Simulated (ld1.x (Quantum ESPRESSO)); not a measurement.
# Pseudopotential generation for tin: TM, PBEsol, scalar-relativistic.

Input for ld1.x (Quantum ESPRESSO) 7.5:

```
&input
   title='Sn', zed=50., rel=1, dft='PBESOL', iswitch=3,
   config='[Kr] 4d10 5s2 5p1 5d-2',
   nld=3, rlderiv=2.30, eminld=-3.0, emaxld=5.0, deld=0.02
 /
 &inputp
   pseudotype=2, tm=.true., lloc=0,
   nlcc=.false.,
   file_pseudopw='Sn.UPF', file_wfcaegen='ae.wfc', file_wfcncgen='nc.wfc', file_beta='beta', file_chi='chi'
 /
3
5P  2  1   1.00   0.00  1.95  1.95  0.0
5D  3  2  -2.00   0.15  1.85  1.85  0.0
5S  1  0   2.00   0.00  2.10  2.10  0.0
 &test
   configts(1)='5s2 5p1'
 /
```

Command:

```bash
ld1.x < Sn.in > Sn.out
```

Resulting log (shortened: banner, matrices, multipoles, cross overlaps and the repeated all-electron block are left out):

```
Program LD1 v.7.5
     --------------------------- All-electron run ----------------------------

     Sn
     scalar relativistic calculation

     atomic number is 50.00
     dft =PBESOL   lsd =0 sic =0 latt =0  beta=0.20 tr2=1.0E-14
     Exchange-correlation= PBESOL
                           (   1   4  10   8   0   0   0)
     mesh =1243 r(mesh) = 100.78374 a.u. xmin = -7.00 dx = 0.01250
     1 Ry =  13.60569312 eV, c = 137.03599908

     n l     nl                  e(Ry)          e(Ha)          e(eV)
     1 0     1S 1( 2.00)     -2131.9808     -1065.9904    -29007.0759
     2 0     2S 1( 2.00)      -322.3722      -161.1861     -4386.0967
     2 1     2P 1( 6.00)      -289.5036      -144.7518     -3938.8971
     3 0     3S 1( 2.00)       -62.6668       -31.3334      -852.6246
     3 1     3P 1( 6.00)       -51.9276       -25.9638      -706.5106
     4 0     4S 1( 2.00)       -10.4191        -5.2096      -141.7596
     4 1     4P 1( 6.00)        -7.1719        -3.5860       -97.5793
     3 2     3D 1(10.00)       -35.3835       -17.6918      -481.4171
     4 2     4D 1(10.00)        -2.4831        -1.2415       -33.7837
     5 0     5S 1( 2.00)        -1.3145        -0.6572       -17.8841
     5 1     5P 1( 1.00)        -0.7558        -0.3779       -10.2836

     final scf error:  3.9E-15 reached in  24 iterations

     Etot =  -12348.401615 Ry,   -6174.200807 Ha, -168008.562931 eV

     Ekin =   12891.967335 Ry,    6445.983668 Ha,  175404.151318 eV
     Encl =  -29838.483491 Ry,  -14919.241746 Ha, -405973.249636 eV
     Eh   =    4921.681945 Ry,    2460.840972 Ha,   66962.894187 eV
     Exc  =    -323.567404 Ry,    -161.783702 Ha,   -4402.358800 eV

     normalization and overlap integrals

     s(1S/1S) =  1.000000  <r> =   0.0291  <r2> =    0.0011  r(max) =   0.0188
     s(2S/2S) =  1.000000  <r> =   0.1256  <r2> =    0.0186  r(max) =   0.1068
     s(2P/2P) =  1.000000  <r> =   0.1096  <r2> =    0.0147  r(max) =   0.0853
     s(3S/3S) =  1.000000  <r> =   0.3396  <r2> =    0.1318  r(max) =   0.3090
     s(3P/3P) =  1.000000  <r> =   0.3379  <r2> =    0.1325  r(max) =   0.3013
     s(4S/4S) =  1.000000  <r> =   0.8185  <r2> =    0.7584  r(max) =   0.7412
     s(4P/4P) =  1.000000  <r> =   0.8859  <r2> =    0.8972  r(max) =   0.7890
     s(3D/3D) =  1.000000  <r> =   0.3147  <r2> =    0.1176  r(max) =   0.2498
     s(4D/4D) =  1.000000  <r> =   1.0972  <r2> =    1.4312  r(max) =   0.8829
     s(5S/5S) =  1.000000  <r> =   2.3010  <r2> =    5.9997  r(max) =   1.9897
     s(5P/5P) =  1.000000  <r> =   2.8858  <r2> =    9.5267  r(max) =   2.4302

     ------------------------ End of All-electron run ------------------------

     --------------------- Generating NC pseudopotential ---------------------

      Generating local pot.: lloc=0, matching radius rcloc =   2.1000

      Wfc   5P  rcut= 1.941  Using Troullier-Martins method

      Wfc   5D  rcut= 1.846  Using Troullier-Martins method

     ------------------- End of pseudopotential generation -------------------

     Computing logarithmic derivative in   2.29733
     Message from routine run_pseudo:
     Warning: convergence not achieved
     Computing logarithmic derivative in   2.29733
     Computing the partial wave expansion
       no projector for channel:   0
     R is outside the sphere for l=    1 j= 0.00
     R is outside the sphere for l=    2 j= 0.00

     ---------------------- Testing the pseudopotential ----------------------

     Sn
     scalar relativistic calculation

     atomic number is 50.00   valence charge is  4.00
     dft =PBESOL   lsd =0 sic =0 latt =0  beta=0.20 tr2=1.0E-14
     mesh =1243 r(mesh) = 100.78374 xmin = -7.00 dx = 0.01250

     n l     nl             e AE (Ry)        e PS (Ry)    De AE-PS (Ry)
     1 0     5S   1( 2.00)       -1.31446       -1.31446        0.00000
     2 1     5P   1( 1.00)       -0.75583       -0.75583       -0.00000

     eps = 3.6E-11  iter =201

     Etot =  -12348.401615 Ry,   -6174.200807 Ha, -168008.562931 eV
     Etotps =    -6.236819 Ry,      -3.118410 Ha,     -84.856251 eV

     Ekin =       1.769284 Ry,       0.884642 Ha,      24.072332 eV
     Encl =      -9.971664 Ry,      -4.985832 Ha,    -135.671396 eV
     Ehrt =       3.247384 Ry,       1.623692 Ha,      44.182910 eV
     Ecxc =      -1.336365 Ry,      -0.668182 Ha,     -18.182168 eV
     Epseu=       0.054541 Ry,       0.027271 Ha,       0.742071 eV

     ---------------------- End of pseudopotential test ----------------------
```

Note: ghost state, extra bound levels that the all-electron valence spectrum of the same l lacks: d at -39.9 eV. A true bound ghost makes a file unfit for plane-wave use.

Generation and configuration tests took about 2.9 s on one core of a shared server CPU.
